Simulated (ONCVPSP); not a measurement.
# Wu-Cohen ONCV dataset for Bi, scalar-relativistic all-electron reference.

bismuth, optimised norm-conserving Vanderbilt (ONCV), made with ONCVPSP 4.0.1 (Wu-Cohen, scalar-relativistic). Core [Kr] 4d10 4f14, reference 5s2 5p6 5d10 6s2 6p3. Waves: 5s+6s: rc 1.35 bohr, ncon 4, nbas 8, qcut 9 1/bohr, 3 projectors, debl 0.8 Ha; 5p+6p: rc 1.25 bohr, ncon 4, nbas 8, qcut 10.3 1/bohr, 2 projectors; 5d: rc 1.55 bohr, ncon 4, nbas 8, qcut 8 1/bohr, 1 projector. Local part: polynomial inside 1.15 bohr (lpopt 1, dvloc0 0 Ha). Core correction: Teter function, fcfact 5.25, rcfact 1.4.

Results:

```
Cutoffs needed             : 42 Ha and 48 Ha (the cutoffs (Ha) at which the residual kinetic energy of the hardest occupied pseudo-wave falls to 1 and 0.1 mHa per electron)
Ghost test                 : no bound ghost flagged; GHOST(+) flagged for s at 265.9 eV
Largest excitation error   : -21 meV (all-electron minus pseudo) for 5s2 5p6 5d10 6s2 6p0, out of 4 test configurations
rms error of d²Exc/dni dnj : 5.03 mHa without and 1.03 mHa with the model core
```

Generation and tests took about 6.7 s on one core of a shared server CPU.
